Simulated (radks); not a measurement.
Problem. Excited configurations of Pr II: one electron is placed in a higher orbital outside [Xe] 4f3. The ground configuration is [Xe] 4f3 6s1. Method: Dirac Kohn-Sham, BLYP, spin-unpolarised, spherical densities, point nucleus; open shells fill j = l - 1/2 first; computed with a radial shooting solver on a logarithmic mesh with Libxc functionals. Excitation = E - E(ground); binding = E(ion) - E, where the ion is the core of charge +2; n* = 2/sqrt(2 binding) in atomic units, and the quantum defect is n - n*.

outer orbital  excitation (eV)  binding (eV)     n*  quantum defect  eigenvalue (eV)  <r> (bohr)
5d3/2                    0.954         9.764  2.361           2.639           -6.197       3.066
5f5/2                    7.308         3.411  3.994           1.006           -2.338       8.747
6d3/2                    6.169         4.550  3.459           2.541           -3.364       7.761
7s1/2                    5.483         5.236  3.224           3.776           -4.090       8.111
7d3/2                    7.837         2.882  4.345           2.655           -2.185       13.26

Estimate the row for 7p1/2.

Solution. excitation (eV) 6.394; binding (eV) 4.325; n* 3.547; quantum defect 3.453; eigenvalue (eV) -3.322; <r> (bohr) 9.387. The Delta-SCF ionisation energy is 10.719 eV (NIST Atomic Spectra Database: 10.63 eV, semi-empirical). Self-interaction in the functional shifts the binding energies and quantum defects, so they are the method's values and not measured ones. Spin polarisation and multiplet splitting are left out, so open shells lie too high by an amount that depends on their filling.

Beside tabulated values, note that spin-unpolarised runs miss the spin-polarisation part of the exchange energy of open shells.
